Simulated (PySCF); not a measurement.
Sn(H)(OH)3 (H4O3Sn), SMILES [OH][SnH]([OH])[OH].

Geometry optimised at PBE0-D3(BJ)/def2-SVP. The def2 effective core potentials stand for the cores of Sn; spin–orbit coupling is left out. Other conformers were not sampled.

These are PBE0-D3(BJ)/def2-SVP (PySCF 2.14.0) values and carry that method's errors.

Frequencies are harmonic and unscaled.

Modes within 1.5 cm⁻¹ of each other (mostly degenerate sets) share a row, with their intensities summed.

```
mode   ν (cm⁻¹)  IR (km/mol)  Raman (Å⁴/amu)  depolarisation  moving atoms (share of kinetic energy)
-----  --------  -----------  --------------  --------------  --------------------------------------
1–2         102         89.0             2.8            0.75                          O 57 %, H 39 %
3           187         50.3             2.2            0.69                         O 70 %, Sn 23 %
4–5         195         69.4             2.6            0.75                          H 62 %, O 34 %
6           283        154.3             2.1            0.73                                  H 96 %
7–8         557        110.0            34.0            0.75                                  H 95 %
9           629         29.2            22.6            0.02                                  O 93 %
10–11       641        168.5            12.9            0.75                         O 83 %, Sn 14 %
12          838          0.7             0.5            0.06                                  H 92 %
13–14       852        283.5             6.6            0.75                                  H 91 %
15         1996         95.8           203.4            0.20                                  H 99 %
16–17      3882        136.3           124.6            0.75                                  H 94 %
18         3883         93.5           151.8            0.00                                  H 94 %
```
